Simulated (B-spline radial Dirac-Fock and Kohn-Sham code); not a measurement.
Two-hole binding energies of Dy⁷⁺

System: Dy⁷⁺, configuration [Kr] 4d10 4f9 5s2 5p2.

Level of theory: ΔSCF Dirac-Fock with Breit, self-energy and vacuum polarisation, finite nucleus, configuration average; a radial atomic solver. U is the two-hole binding energy less the two single-hole energies, the effective repulsion of the holes after relaxation. Each two-hole energy is an average over J within one jj subconfiguration.

```tsv
holes	E(a) (eV)	E(b) (eV)	E(ab) (eV)	U (eV)
1s⁻²	53898.8	53898.8	?	?
1s⁻¹ 2p1/2⁻¹	53898.8	8692.9	62938.5	346.8
1s⁻¹ 2p3/2⁻¹	53898.8	7901.8	62098.6	298.0
1s⁻¹ 3p1/2⁻¹	53898.8	1956.1	55961.2	106.3
1s⁻¹ 3d3/2⁻¹	53898.8	1442.5	55432.5	91.1
2p1/2⁻¹ 2p3/2⁻¹	8692.9	7901.8	16808.1	213.5
2s⁻¹ 3p3/2⁻¹	9164.6	1789.2	11033.0	79.3
2p1/2⁻¹ 3s⁻¹	8692.9	2160.7	10934.6	81.0
2p1/2⁻¹ 3d5/2⁻¹	8692.9	1407.0	10188.9	89.0
2p3/2⁻¹ 3s⁻¹	7901.8	2160.7	10142.3	79.8
2p3/2⁻¹ 3d5/2⁻¹	7901.8	1407.0	9394.5	85.7
3p3/2⁻²	1789.2	1789.2	3636.8	58.3
3d3/2⁻²	1442.5	1442.5	2952.9	67.9
3d3/2⁻¹ 3d5/2⁻¹	1442.5	1407.0	2917.9	68.4
```

Task: Give the missing two-hole energy and U.

Result: E(ab) = 108975.6 eV and U = 1177.9 eV.

Run: 64 s of CPU time on 1 thread of Neoverse-N1 (shared host), peak memory 0.51 GiB.

Values without a named source are computed, but for edge energies of neutral atoms, which are taken from tables.
